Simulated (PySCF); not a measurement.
These compounds are isomers of formula C₈H₁₃FO.

A. `CO[C@@]12CCCC[C@]1(F)C2`
B. `InChI=1S/C8H13FO/c1-4-6(3)7(5-2)8(9)10/h4-5H2,1-3H3/b7-6+`
C. `C/C(=C\C(C)(C)C)C(=O)F`

Spectrum 1. ¹H NMR (500 MHz, computed): δ 3.57 (s, 3H), 2.47 (m, 1H), 2.36 (m, 1H), 2.11 (m, 1H), 1.74 (m, 1H), 1.53 (m, 1H), 1.51 (m, 1H), 1.40 (m, 1H), 1.21 (m, 1H), 0.72 (m, 1H), 0.34 (m, 1H). ¹³C{¹H} NMR (computed): δ 86.5 (C), 64.5 (C), 56.6 (CH3), 36.2 (CH2), 33.1 (CH2), 28.4 (CH2), 26.3 (CH2), 25.7 (CH2).

Spectrum 2. ¹H NMR (500 MHz, computed): δ 7.66 (m, 1H), 2.16 (s, 3H), 1.25 (s, 9H). ¹³C{¹H} NMR (computed): δ 171.9 (CH), 167.1 (C), 129.3 (C), 35.6 (C), 30.7 (CH3), 15.5 (CH3).

Spectrum 3. ¹H NMR (500 MHz, computed): δ 2.52 (s, 3H), 2.44 (q, 2H), 2.41 (q, 2H), 1.15 (t, 3H), 1.10 (t, 3H). ¹³C{¹H} NMR (computed): δ 180.1 (C), 166.3 (C), 128.5 (C), 36.3 (CH2), 28.3 (CH3), 25.9 (CH2), 17.3 (CH3), 14.8 (CH3).

[PySCF 2.14: NMR shieldings at PBE0/pcSseg-1/GIAO; GFN2-xTB structure; non-relativistic Hamiltonian; a single conformation; rapidly exchanging positions averaged; no solvent]

Shifts are taken against calculated references (same method and geometry level): TMS for ¹H and ¹³C. Splittings of carbon signals by F and P are missing where no couplings were computed. Where no couplings were computed, multiplicities follow the n + 1 count of equivalent neighbours, and m marks all less simple cases (inequivalent or close neighbours, rings, F or P nearby). Shifts are as computed. Against solution values, carbons near 30 ppm lie about +3 ppm off and those near 130 ppm about +5 ppm. Of 1211 compounds with measured shifts, 218 miss one by over three times the rms of a fit or turn the order of signals round; such compounds aren't used in these exercises.

Problem. Match each spectrum to its structure.

Solution. 1–A, 2–C, 3–B.

- Spectrum 1 (A): 8 ¹³C signals; δC 86.5 is a three-membered-ring carbon; δC 64.5 is a three-membered-ring carbon.
- Spectrum 2 (C): 6 ¹³C signals; δC 171.9 is a β carbon of a C=C–C=O unit; δC 129.3 is an α carbon of a C=C–C=O unit.
- Spectrum 3 (B): 8 ¹³C signals; δC 180.1 is a β carbon of a C=C–C=O unit; δC 128.5 is an α carbon of a C=C–C=O unit.
